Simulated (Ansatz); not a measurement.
Start from `C[O][GaH][O]C` and change one atom or group to get `C[O][GaH][SH]`.

Ansatz, PBE0-D4/def2-TZVP geometries, multiplicity 1. Each molecule was computed in one conformer, which needn't be the lowest.

Scalar relativity is left out up to krypton.

| property | `C[O][GaH][O]C` |
| --- | --- |
| HOMO energy (B3LYP/def2-TZVPP) / eV | -7.40 |
| LUMO energy (PBE0/def2-TZVPP) / eV | -0.56 |
| LUMO energy (B3LYP/def2-TZVPP) / eV | -0.85 |
| HOMO energy (PBE0/def2-TZVPP) / eV | -7.63 |
| size of the dipole moment (ωB97M-V/def2-TZVPP) / D | 1.35 |
| HOMO energy (PBE/def2-TZVPP) / eV | -6.12 |

(1) Give the same properties after the change, and the shifts. (Estimate.)

Results:

(1) The calculation gave: 
```tsv
property	`C[O][GaH][SH]`	shift
HOMO energy (B3LYP/def2-TZVPP) / eV	-7.45	-0.05
LUMO energy (PBE0/def2-TZVPP) / eV	-0.91	-0.35
LUMO energy (B3LYP/def2-TZVPP) / eV	-1.17	-0.32
HOMO energy (PBE0/def2-TZVPP) / eV	-7.71	-0.08
size of the dipole moment (ωB97M-V/def2-TZVPP) / D	0.68	-0.67
HOMO energy (PBE/def2-TZVPP) / eV	-6.38	-0.26
```

With PBE0 the HOMO falls by 0.08 eV and the LUMO falls by 0.35 eV, so the gap narrows by about 0.27 eV. PBE moves the HOMO by -0.26 eV and ωB97M-V by 0.10 eV. The zero-point energy changes by -84.5 kJ/mol with -9 modes. Dipoles are sizes alone; their direction can turn.

B3LYP here is the variant with VWN-RPA as its local correlation; programs differ in this.
